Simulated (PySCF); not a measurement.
The vertical singlet excitations below were computed for one of the candidates. Method used: PySCF, TDDFT PBE0/def2-SVPD, vertical, gas phase, core orbitals frozen in the response. Geometries: GFN2-xTB, one conformer each.

```
state  ν̃ (cm⁻¹)       f  main configurations (H = HOMO, L = LUMO)
   S1      45110   0.767                                 H→L (97%)
   S2      53300  0.0062                               H→L+1 (96%)
   S3      55030  0.0011                  H-2→L (60%), H-1→L (35%)
   S4      56350   0.011     H→L+2 (33%), H→L+4 (23%), H-1→L (22%)
   S5      57130  0.0004                  H→L+3 (71%), H→L+2 (24%)
   S6      58130   0.014     H→L+4 (40%), H→L+2 (34%), H→L+3 (16%)
```

Triplets computed (Tamm–Dancoff): 3.07, 5.10 eV.

Orbital energies (eV): HOMO-3 -10.28, HOMO-2 -9.54, HOMO-1 -9.49, HOMO -6.96, LUMO -1.23, LUMO+1 0.70, LUMO+2 1.24.

Question: Which structure fits? All have the formula C6H8F2.
A. `C=C1CC[C@@]1(F)CF`
B. `FC1(F)C[C@H]2C[C@@H]1C2`
C. `C=C/C=C(\C)C(F)F`

Answer: C. Its S1, at 5.59 eV, is the lowest among the candidates; the nearest of the others has S1 at 6.63 eV. S1 is HOMO→LUMO (97%). Löwdin shares by element: HOMO carbon 81% or more (atoms not listed hold the other 19%); LUMO carbon 77% or more (atoms not listed hold the other 23%). At the same level the other candidates give, for their lowest levels:
- `C=C1CC[C@@]1(F)CF`: 6.63 eV (f 0.144); 6.79 eV (f 0.101); 7.21 eV (f 0.054); 7.41 eV (f 0.023); 7.75 eV (f 0.001); T1 4.12 eV; HOMO -7.72, LUMO -0.52 eV
- `FC1(F)C[C@H]2C[C@@H]1C2`: 8.41 eV (f 0.000); 8.78 eV (f 0.046); 8.89 eV (f 0.009); 8.98 eV (f 0.019); 9.01 eV (f 0.000); T1 8.27 eV; HOMO -8.74, LUMO 0.73 eV

Conformer computed: `[CH2:1]=[CH:2]/[CH:3]=[C:4](\[CH3:5])[CH:6]([F:7])[F:8]`: C1–C2–C3–C4 -179°, C3–C4–C6–F7 -107°.

Without π bonds the low states may be Rydberg-like; a valence basis with one diffuse set may place them up to an eV too high.
